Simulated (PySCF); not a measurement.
A calculated (revPBE, PySCF 2.14, dyall-av2z, no relativity, point nucleus) atom or ion has these occupied shells.

```
shell  electrons  orbital energy (eV)  rms radius, mean of both spins (bohr)
 1s α          1              -6940.8                                 0.0685
 1s β          1              -6940.8                                 0.0685
 2s α          1              -815.34                                  0.293
 2s β          1              -812.69                                  0.293
 2p α          3              -704.28                                  0.262
 2p β          3              -702.30                                  0.262
 3s α          1              -101.68                                  0.875
 3s β          1              -95.827                                  0.875
 3p α          3              -69.128                                  0.924
 3p β          3              -63.345                                  0.924
 3d α          5              -16.306                                   1.15
 4s α          1               -7.814                                   3.00
 4s β          1               -6.308                                   3.00
 4p α          1               -3.057                                   3.92
```

**Question.** Name the element and its charge.

**Answer.** Fe (iron, neutral), in [Ar] 3d5 4s2 4p1, high-spin 7P determinant (an excited configuration).
